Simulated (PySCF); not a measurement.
## UHF on Sb²⁺ (antimony, charge +2)

Configuration: [Kr] 4d10 5s2 5p1, 2P determinant. All numbers are calculated (PySCF 2.14, scalar relativity through the core potential, in cc-pVDZ-PP with ECP28MDF).

```
Total energy                                                  : -238.368549 hartree
One-electron energy                                           : -404.4416 hartree
Hartree (Coulomb) energy                                      : 184.0234 hartree
Exchange energy                                               : -17.9504 hartree
⟨S²⟩                                                          : 0.7583
⟨L²⟩                                                          : 2.025
Sum of ⟨r⟩                                                    : 23.92 bohr
Sum of ⟨r²⟩                                                   : 36.27 bohr²
Traceless quadrupole moment −½Σ⟨3z² − r²⟩ along its main axis : -3.00 e·bohr²
Time after the integrals                                      : 0.06 s of wall time on 1 thread of Neoverse-V1 (shared host)
```

```json
{"shell": "4s α", "electrons": "1", "mean orbital energy (eV)": "-196.11", "spread (eV)": "0", "rms radius, mean of both spins (bohr)": "0.849"}
{"shell": "4s β", "electrons": "1", "mean orbital energy (eV)": "-195.92", "spread (eV)": "0", "rms radius, mean of both spins (bohr)": "0.849"}
{"shell": "4p α", "electrons": "3", "mean orbital energy (eV)": "-143.48", "spread (eV)": "0.175", "rms radius, mean of both spins (bohr)": "0.917"}
{"shell": "4p β", "electrons": "3", "mean orbital energy (eV)": "-143.29", "spread (eV)": "0.679", "rms radius, mean of both spins (bohr)": "0.917"}
{"shell": "4d α", "electrons": "5", "mean orbital energy (eV)": "-62.567", "spread (eV)": "0.450", "rms radius, mean of both spins (bohr)": "1.10"}
{"shell": "4d β", "electrons": "5", "mean orbital energy (eV)": "-62.394", "spread (eV)": "0.753", "rms radius, mean of both spins (bohr)": "1.10"}
{"shell": "5s α", "electrons": "1", "mean orbital energy (eV)": "-34.063", "spread (eV)": "0", "rms radius, mean of both spins (bohr)": "2.28"}
{"shell": "5s β", "electrons": "1", "mean orbital energy (eV)": "-31.706", "spread (eV)": "0", "rms radius, mean of both spins (bohr)": "2.28"}
{"shell": "5p α", "electrons": "1", "mean orbital energy (eV)": "-24.368", "spread (eV)": "0", "rms radius, mean of both spins (bohr)": "2.71"}
```

Energies and moments cover only the electrons outside the core potential.
